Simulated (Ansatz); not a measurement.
`BCC=O` → `BC=O` + `[CH2]` (triplet)  (formal loss of a carbene)

Calculated with Ansatz (gas phase, PBE0-D4/def2-TZVP geometries, no zero-point term in ΔE). CCSD(T)/CBS is the MP2 limit (def2-TZVPP, def2-QZVPP) plus CCSD(T) − MP2 in def2-TZVPP, frozen cores. This one scheme is used for every species. Functionals use def2-TZVPP. B3LYP here is the variant with VWN-RPA as its local correlation; programs differ in this. Triplets are unrestricted, without spin–orbit coupling. Each species was taken in one conformer, which may not be the lowest.

| level | ΔE (kcal/mol) |
| --- | --- |
| revPBE-D4 | 112.2 |
| r2SCAN0-D4 | 110.7 |
| CAM-B3LYP-D4 | 115.7 |
| ωB97M-V | 116.7 |
| B3LYP | 111.9 |
| CAM-B3LYP | 114.6 |
| HF/def2-SVP | 86.9 |
| HF/CBS(def2) | 85.4 |

Question: What does CCSD(T)/CBS give? (Best estimate.)

Answer: Computed: +115.6 kcal/mol. The listed levels differ from it by -3.4, -4.9, 0.1, 1.1, -3.7, -1.0, -28.7, -30.2 kcal/mol.

Largest T1 diagnostic among the species: 0.021, so the coupled-cluster value is less sure than usual.

Leaving LDA and LC-ωPBE aside and taking each functional with its dispersion term where it has one, the values, not all of them listed here, spread over 8.9 kcal/mol, from r2SCAN-D4 to ωB97X-V. LDA lies +17.6 kcal/mol from PBE without D4. From BLYP to BHLYP (50 % exact exchange), in def2-TZVPP and without D4, ΔE moves by +2.6 kcal/mol.
